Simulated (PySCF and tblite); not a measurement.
Values are calculated unless marked as measured or tabulated.
## propiophenone, C9H10O, numbered as in [CH3:1][CH2:2][C:3](=[O:4])[c:5]1[cH:6][cH:7][cH:8][cH:9][cH:10]1: conformational analysis

Level: BLYP-D3(BJ)/pcSseg-1, starting guess atom//PBE0-D3(BJ)/def2-SVP, thermal terms from GFN2-xTB, symmetry numbers and mirror pairs counted. Conformers within 3 kcal/mol (GFN2-xTB free energy) were kept, 4 at most. GIAO shieldings: BLYP/pcSseg-1, starting guess atom. Shifts are against TMS (¹H), TMS (¹³C) at the same level. Run with PySCF (density fitting) and tblite.

Torsions listed: C1–C2–C3–O4, O4–C3–C5–C6. Of a mirror pair one member is shown.

| conformer | shape | symmetry | E(GFN2) kcal/mol | E(DFT) kcal/mol | G(298.15 K) kcal/mol | weight % | dipole D |
| --- | --- | --- | --- | --- | --- | --- | --- |
| 1 | -1°, 180° | Cs | 0.00 | 0.00 | 0.00 | 86.3 | 2.81 |
| 2 | -100°, 5° | C1 (pair) | 0.35 | 1.01 | 1.09 | 13.7 | 2.93 |

Weights (%) against temperature:

| T (K) | 1 | 2 | S(mix) cal/mol/K |
| --- | --- | --- | --- |
| 250 | 90.2 | 9.8 | 0.77 |
| 273.15 | 88.3 | 11.7 | 0.88 |
| 298.15 | 86.3 | 13.7 | 0.98 |
| 323.15 | 84.4 | 15.6 | 1.07 |
| 373.15 | 81.0 | 19.0 | 1.23 |

Averaged shifts at 298.15 K. ¹H: 7.99 (H6/H10, 2H), 7.35 (H8, 1H), 7.34 (H7/H9, 2H), 2.91 (H2, 2H), 1.22 (H1, 3H) ppm. ¹³C: 200.4 (C3), 138.6 (C5), 136.8 (C8), 132.4 (C7/C9), 132.0 (C6/C10), 35.5 (C2), 10.7 (C1) ppm.

Coordinates of conformer 1 (Å):

```xyz
20

C    -3.440    0.110   -0.208
C    -2.110   -0.278    0.404
C    -0.993   -0.360   -0.615
O    -1.204   -0.146   -1.790
C     0.384   -0.713   -0.144
C     0.692   -0.968    1.198
C     1.995   -1.290    1.572
C     3.000   -1.359    0.609
C     2.702   -1.108   -0.731
C     1.402   -0.787   -1.104
H    -3.748   -0.619   -0.971
H    -4.225    0.166    0.561
H    -3.373    1.087   -0.708
H    -1.806    0.436    1.190
H    -2.175   -1.255    0.913
H    -0.085   -0.917    1.963
H     2.227   -1.486    2.622
H     4.022   -1.611    0.905
H     3.489   -1.162   -1.486
H     1.137   -0.584   -2.144
```

Coordinates of conformer 2 (Å):

```xyz
20

C    -2.717    0.671    0.101
C    -2.157   -0.747    0.195
C    -0.964   -0.941   -0.718
O    -1.091   -1.494   -1.789
C     0.369   -0.396   -0.302
C     1.415   -0.460   -1.232
C     2.677    0.025   -0.909
C     2.911    0.577    0.351
C     1.878    0.644    1.285
C     0.612    0.161    0.960
H    -3.612    0.779    0.730
H    -1.984    1.425    0.424
H    -3.002    0.905   -0.935
H    -1.889   -0.985    1.236
H    -2.913   -1.475   -0.131
H     1.202   -0.902   -2.207
H     3.486   -0.028   -1.641
H     3.903    0.958    0.607
H     2.059    1.074    2.272
H    -0.187    0.219    1.702
```

Shifts are unscaled: against experiment ¹³C can be off by 15 ppm or more and ¹H by 0.8 ppm.
